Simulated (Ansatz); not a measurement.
Cost and result for the atomization energy of C4H6Si, SMILES `C=C=C1C[SiH2]1` (11 atoms, 11 bonds).

```xyz
11

C     1.9748   -1.4994    0.5396
C     0.9640   -0.7268    0.2549
C    -0.0223    0.0402   -0.0517
C    -1.3007    0.5639    0.5799
Si   -0.9637    1.1354   -1.1550
H     1.9433   -2.5634    0.3307
H     2.8741   -1.1005    0.9964
H    -2.0772   -0.1757    0.7631
H    -1.1709    1.2560    1.4093
H    -0.4902    2.5163   -1.3900
H    -1.7311    0.5542   -2.2772
```

Total charge 0; spin multiplicity 1. Geometry: relaxed with PBE0-D4/def2-TZVP. Program: Ansatz. All runs use 4 threads of an Arm Neoverse V2 on a shared host. Times are those of one run each, without the atoms' runs, and a repeat can differ threefold. Electronic energies, without spin–orbit coupling; frozen cores. CCSD(T)/CBS adds CCSD(T) − MP2 in def2-TZVPP to the MP2 limit, and its time is that of the two runs behind it. T1 = 0.013. B3LYP takes the VWN-RPA correlation (the form of Gaussian; ORCA's B3LYP/G). HSE06 is the plane-wave form, built on full-range PBE exchange.

CCSD(T)/CBS is a level of theory with its own doubt, some kJ/mol a heavy atom from the limit and from the frozen cores, so smaller differences don't rank the functionals.

```
                            level  functions  wall time  atomization (kcal/mol)  difference from CCSD(T)/CBS  per bond
             revPBE-D4/def2-TZVPP        250      1.8 s                  1058.8                          9.9       0.9
               BLYP-D4/def2-TZVPP        250      1.8 s                  1055.1                          6.2       0.6
               PBE0-D4/def2-TZVPP        250      2.5 s                  1064.4                         15.5       1.4
              BHLYP-D4/def2-TZVPP        250      2.6 s                  1023.2                        -25.7      -2.3
              HSE06-D4/def2-TZVPP        250      2.7 s                  1065.3                         16.4       1.5
          CAM-B3LYP-D4/def2-TZVPP        250      2.8 s                  1055.9                          7.0       0.6
                 CCSD(T)/def2-SVP        104      3.6 s                  1001.1                        -47.8      -4.3
B3LYP-D4/def2-TZVPP (with forces)        250      3.9 s                  1055.3                          6.4       0.6
                B2PLYP/def2-TZVPP        250      4.7 s                  1043.6                         -5.3      -0.5
                B97M-V/def2-TZVPP        250      7.5 s                  1060.9                         12.0       1.1
                   MP2/def2-QZVPP        478       19 s                  1057.4                          8.5       0.8
               CCSD(T)/def2-TZVPP        250      100 s                  1022.9                        -26.0      -2.4
                CCSD(T)/CBS(def2)          –      2 min                  1048.9                          0.0       0.0
```

Leaving LDA and LC-ωPBE aside and taking each functional with its dispersion term where it has one, the values, not all of them listed here, spread over 61.5 kcal/mol, from BHLYP-D4 to PBE-D4. LDA lies +130.6 kcal/mol from PBE without D4, its usual overbinding. At CCSD(T), def2-SVP lies −47.8 kcal/mol from the extrapolated value and def2-TZVPP −26.0 kcal/mol: correlation converges slowly with the basis, and small sets miss more of it in the bonded molecule than in its fragments. From BLYP to BHLYP (50 % exact exchange), in def2-TZVPP and without D4, the atomization energy moves by −26.7 kcal/mol: exact exchange takes away binding that semilocal exchange gives to molecules.
